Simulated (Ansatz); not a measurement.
Cost and result up the ladder for HgI2 (3 atoms). Charge 0, multiplicity 1. Geometry: PBE-D4/def2-TZVP.

Cartesian coordinates in Å:
```
Hg 0.000 0.000 0.000
I 2.368 0.808 -0.716
I -2.368 -0.808 0.716
```

Ansatz on 2 threads of Intel Xeon Platinum 8259CL on a shared host. Times are rough, and most runs start from the orbitals of an earlier one. ωB97M-V/def2-TZVP serves as the yardstick here, not as an exact answer. Differences are given only for rows in sets of like size (and for xTB, whose basis is part of the method), since another set adds its own error. Binding counts from free atoms at the same level (Hg singlet, I doublet; other spins of the atoms weren't run), without zero-point energy or a counterpoise term.

In the def2 sets Hg, I take a core potential; there is no spin–orbit coupling. HSE06 is defined as in plane-wave codes, on full-range PBE exchange. Correlated methods freeze 8 core orbitals; core or outer-core shells of Hg, I are correlated, in sets that lack core-valence functions.

Correlated methods converge slowly with the basis (MP2 moves by 0.13 eV from def2-TZVP to def2-QZVPP here).

| level | functions | wall time | binding energy per atom (eV) | difference from ωB97M-V/def2-TZVP (eV) |
| --- | --- | --- | --- | --- |
| PBE-D4/def2-SVP | 84 | 1.2 s | 1.07 | – |
| revPBE-D4/def2-TZVP | 143 | 2.3 s | 1.07 | -0.06 |
| BLYP-D4/def2-TZVP | 143 | 2.3 s | 1.02 | -0.11 |
| PBE0-D4/def2-SVP | 84 | 2.4 s | 1.06 | – |
| PBE-D4/def2-TZVP (with forces) | 143 | 2.5 s | 1.17 | 0.04 |
| HF/def2-TZVP | 143 | 2.8 s | 0.71 | -0.42 |
| PBE0-D4/def2-TZVP | 143 | 3.1 s | 1.17 | 0.04 |
| BHLYP-D4/def2-TZVP | 143 | 3.9 s | 1.06 | -0.06 |
| r2SCAN-D4/def2-TZVP (with forces) | 143 | 4.3 s | 1.17 | 0.04 |
| HSE06-D4/def2-TZVP | 143 | 5.5 s | 1.17 | 0.05 |
| B2PLYP/def2-TZVP | 143 | 6.5 s | 1.04 | -0.08 |
| ωB97X-V/def2-TZVP | 143 | 8.5 s | 1.17 | 0.04 |
| ωB97M-V/def2-TZVP | 143 | 11 s | 1.13 | 0.00 |
| CCSD(T)/def2-TZVPP | 159 | 55 s | 1.02 | -0.10 |
